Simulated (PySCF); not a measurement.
## Computed properties of trans-(1R,2R)-1-chloro-2-ethynylcyclopropane (C5H5Cl), SMILES C#C[C@H]1C[C@H]1Cl

trans-(1R,2R)-1-chloro-2-ethynylcyclopropane (C5H5Cl), SMILES C#C[C@H]1C[C@H]1Cl. Geometry: PBE0-D3(BJ)/def2-SVP. Other conformers were not sampled. All values are computed for the isolated molecule unless a solvent is named; none is compared with measurement here.

**Structure.** All 27 harmonic modes at PBE0-D3(BJ)/def2-SVP (PySCF) are real, so it is a minimum. With heavy atoms numbered as in [CH:1]#[C:2][C@H:3]1[CH2:4][C@H:5]1[Cl:6], the shortest bond between them is C1–C2 at 1.211 Å and the longest C5–Cl6 at 1.749 Å.

**Vibrations.** The strongest infrared lines (harmonic, unscaled, degenerate partners summed) lie at 3492 cm⁻¹ (84 km/mol, H 85 %, C 15 %), 711 cm⁻¹ (39 km/mol, H 76 %, C 24 %), 673 cm⁻¹ (33 km/mol, H 76 %, C 23 %). The softest mode is at 116 cm⁻¹ and the zero-point energy is 51.5 kcal/mol.

**Electronic structure.** M06-2X/def2-TZVP (PySCF) places the frontier levels at -8.59 and 1.35 eV, a gap of 9.94 eV, and gives a dipole moment of 1.90 D and a mean polarisability of 65.5 bohr³. PBE/def2-TZVP (PySCF) at the same geometry gives -6.23 and -0.46 eV, so its gap is 4.17 eV narrower. An orbital gap is neither the optical nor the fundamental gap.

**Excitations.** TDA-PBE0/def2-SVPD (PySCF) has S1 at 6.18 eV (201 nm, f = 0.001, dark); the most intense of the 10 singlets computed lies at 7.38 eV (f = 0.04). T1 (TDA) is at 5.08 eV, 1.10 eV under S1. TDA-PBE/def2-SVPD (PySCF) puts S1 at 5.83 eV. No vertical singlet excitation falls in the visible range (under 3.1 eV).

**NMR.** GIAO shifts at PBE0/pcSseg-1 (PySCF) (non-relativistic, atoms alike by connectivity averaged): ¹³C from 12.8 to 86.3 ppm against TMS; ¹H from 1.2 to 3.0 ppm against TMS. Without spin–orbit terms, shifts of atoms bonded to Cl or Br come out too high.

**Solvation.** SMD-ωB97X/6-31G* (PySCF) gives -3.2 kcal/mol in water, -5.6 kcal/mol in toluene, -6.7 kcal/mol in ethylethanoate (1 M in both phases, gas-phase geometry); of these solvents ethylethanoate holds the molecule best.
